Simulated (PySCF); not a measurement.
## Exercise with solution: chemical shift, span and skew from a shielding tensor

C3H6FNSi, SMILES F[C@H]1C[SiH2]C=N1. Atoms are numbered in the order given.

```xyz
12

F     -1.7256    -1.5303    -0.0010
C     -0.7713    -0.6484    -0.4733
C     -0.9276     0.7305     0.1982
Si     0.8507     1.3936     0.2349
C      1.4770    -0.4069     0.0348
N      0.5470    -1.2409    -0.2748
H     -0.9146    -0.5696    -1.5781
H     -1.6864     1.3615    -0.3010
H     -1.2595     0.5559     1.2435
H      1.2046     2.2667    -0.9399
H      1.2733     2.0857     1.5006
H      2.5053    -0.8032     0.1598
```
Charge 0, spin multiplicity 1.

The structure is a stationary point at PBE-D3(BJ)/def2-SVP. The structure was generated by enumeration; whether it is a known compound was not checked. Other conformers were not sampled.

GIAO shieldings from PBE/pcSseg-1 (PySCF), non-relativistic, no solvent. The symmetric part of the tensor of N6 has the principal values -674.1, -196.1, 184.7 ppm. The same nucleus in NH3 has σ = 267.0 ppm at this level (PySCF, at its B3LYP-D3(BJ)/def2-TZVP geometry).

Q: Work out the isotropic shielding, the ¹⁵N shift against NH3, the span and the skew.

A: 
σ(iso) = (σ11 + σ22 + σ33)/3 = -228.5 ppm. δ = σ(ref) − σ(iso) = 267.0 − (-228.5) = 495.5 ppm.
Span Ω = σ33 − σ11 = 858.8 ppm. Skew κ = 3(σ(iso) − σ22)/Ω = -0.11. Tumbling in solution averages the tensor to δ; in a static solid the shielding alone would spread this spin-1/2 line over Ω.
